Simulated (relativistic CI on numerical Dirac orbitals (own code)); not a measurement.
**Energy levels of Sm2+**

These numbers are calculated, not measured: Dirac-Coulomb-Breit CI, KLI orbitals optimised for each configuration, QED by a radiative potential, valence Slater integrals scaled by 0.7 (own radial code, finite nucleus).

CI space (outside the closed core [Xe]): 4f⁶.

The lowest level is 4f⁶ ⁷F0, with 91 % of that term; Hund's rules for 4f⁶ give ⁷F with J = 0, in agreement.

```
No.  Configuration  Term   J  E (cm⁻¹)   %  Lifetime (s)  jj configuration (%)
  1            4f⁶    ⁷F   0       0.0  91                4f5/2^4 4f7/2^2 (54)
  2            4f⁶    ⁷F   1     333.3  93      2.64e+02  4f5/2^3 4f7/2^3 (43)
  3            4f⁶    ⁷F   2     897.7  95      4.78e+01  4f5/2^4 4f7/2^2 (48)
  4            4f⁶    ⁷F   3    1603.1  97      2.55e+01  4f5/2^3 4f7/2^3 (46)
  5            4f⁶    ⁷F   4    2388.7  97      2.14e+01  4f5/2^3 4f7/2^3 (45)
  6            4f⁶    ⁷F   5    3215.1  97      2.46e+01  4f5/2^3 4f7/2^3 (39)
  7            4f⁶    ⁷F   6    4053.0  95      4.28e+01  4f5/2^3 4f7/2^3 (35)
  8            4f⁶    ⁵D   0   11461.8  75      1.71e-01          4f5/2^6 (53)
  9            4f⁶    ⁵D   1   12869.6  85      1.79e-01    4f5/2^5 4f7/2 (52)
 10            4f⁶    ⁵D   2   14814.3  92      1.93e-01  4f5/2^4 4f7/2^2 (47)
 11            4f⁶    ⁵L   6   16688.6  88      2.04e+01  4f5/2^3 4f7/2^3 (32)
 12            4f⁶    ⁵D   3   17065.9  93      2.48e-01  4f5/2^3 4f7/2^3 (46)
 13            4f⁶    ⁵L   7   17560.4  93      2.66e+01  4f5/2^4 4f7/2^2 (43)
 14            4f⁶    ⁵L   8   18302.4  95      3.27e+01  4f5/2^3 4f7/2^3 (57)
 15            4f⁶    ⁵G   2   18435.3  91      5.91e-01  4f5/2^4 4f7/2^2 (35)
 16            4f⁶    ⁵G   6   18587.0  61      2.11e-01  4f5/2^4 4f7/2^2 (38)
 17            4f⁶    ⁵G   3   18616.2  80      3.14e-01  4f5/2^3 4f7/2^3 (51)
 18            4f⁶    ⁵G   5   18650.1  66      2.22e-01  4f5/2^4 4f7/2^2 (44)
 19            4f⁶    ⁵G   4   18671.5  71      2.82e-01  4f5/2^3 4f7/2^3 (41)
 20            4f⁶    ⁵L   9   18885.7  95      7.47e+01  4f5/2^3 4f7/2^3 (52)
 21            4f⁶    ⁵L  10   19216.7  93      6.73e+02  4f5/2^3 4f7/2^3 (42)
 22            4f⁶    ⁵D   4   19602.5  90      3.69e-01  4f5/2^2 4f7/2^4 (43)
 23            4f⁶    ⁵H   3   21664.5  79      1.19e+00  4f5/2^3 4f7/2^3 (46)
 24            4f⁶    ⁵H   7   21776.3  74      2.08e+00  4f5/2^3 4f7/2^3 (53)
 25            4f⁶    ⁵H   4   22058.8  62      8.30e-01  4f5/2^2 4f7/2^4 (40)
 26            4f⁶    ⁵H   6   22243.2  51      6.03e-01  4f5/2^3 4f7/2^3 (54)
 27            4f⁶    ⁵H   5   22267.6  50      6.05e-01  4f5/2^3 4f7/2^3 (46)
 28            4f⁶    ³P   0   22861.0  66                4f5/2^4 4f7/2^2 (40)
 29            4f⁶    ⁵F   2   24040.2  79                4f5/2^2 4f7/2^4 (30)
 30            4f⁶    ⁵F   3   24125.2  75                4f5/2^3 4f7/2^3 (28)
 31            4f⁶    ⁵I   4   24149.5  75                4f5/2^3 4f7/2^3 (36)
 32            4f⁶    ⁵F   1   24345.7  93                4f5/2^3 4f7/2^3 (49)
 33            4f⁶    ⁵F   4   24504.5  73                4f5/2^4 4f7/2^2 (33)
 34            4f⁶    ⁵I   5   24522.5  49                4f5/2^3 4f7/2^3 (49)
 35            4f⁶    ⁵F   5   24888.6  82                4f5/2^4 4f7/2^2 (29)
 36            4f⁶    ⁵I   8   24911.1  87                4f5/2^3 4f7/2^3 (49)
 37            4f⁶    ⁵I   6   24914.1  47                4f5/2^3 4f7/2^3 (39)
 38            4f⁶    ⁵I   7   25380.2  67                4f5/2^2 4f7/2^4 (44)
 39            4f⁶    ⁵K   5   26152.2  59                4f5/2^3 4f7/2^3 (38)
 40            4f⁶    ³I   6   26824.3  27                4f5/2^3 4f7/2^3 (39)
 41            4f⁶    ³O  10   26970.7  65                4f5/2^4 4f7/2^2 (62)
 42            4f⁶    ³P   1   27041.2  85                4f5/2^3 4f7/2^3 (49)
 43            4f⁶    ⁵K   6   27230.0  75                4f5/2^3 4f7/2^3 (39)
 44            4f⁶    ⁵K   7   27930.2  79                4f5/2^3 4f7/2^3 (60)
 45            4f⁶    ⁵K   8   27931.7  48                4f5/2^4 4f7/2^2 (43)
```

Energies count from the lowest computed level; lifetimes are radiative, by E1, M1, E2, M2 decay to levels of this space only; some are left blank where a channel outside the calculation adds to the decay or the decay crosses a small, uncertain gap. Filled j subshells are mostly left out of the jj labels.

The mean weight of the leading LS term, summed over parents, in these 45 levels is 77 %, and that of the leading jj configuration (from the same eigenvectors) 44 %, so LS coupling describes them better.

One configuration and one scale for all Slater integrals: terms of lower spin can come out thousands of cm⁻¹ low, and their order can be wrong. 6 of the 9 excited levels that our extract of the measured tables holds in this range could be paired (the sources list more); they are missed by 76 cm⁻¹ on average and 111 at most, and levels without a partner can miss by more. Some levels of the ground configuration have no partner and can miss by 10 % or more.

Landé's interval rule says that E(J) − E(J−1) = AJ with one A. For the ground term the intervals give A = 333.3, 282.2, 235.1, 196.4, 165.3, 139.7 cm⁻¹ for J = 1, 2, 3, 4, 5, 6; the multiplet is regular.

LS names give the leading component of a level, which can be under half, so a name can repeat, a term be missing and a line seem to break the LS rules.
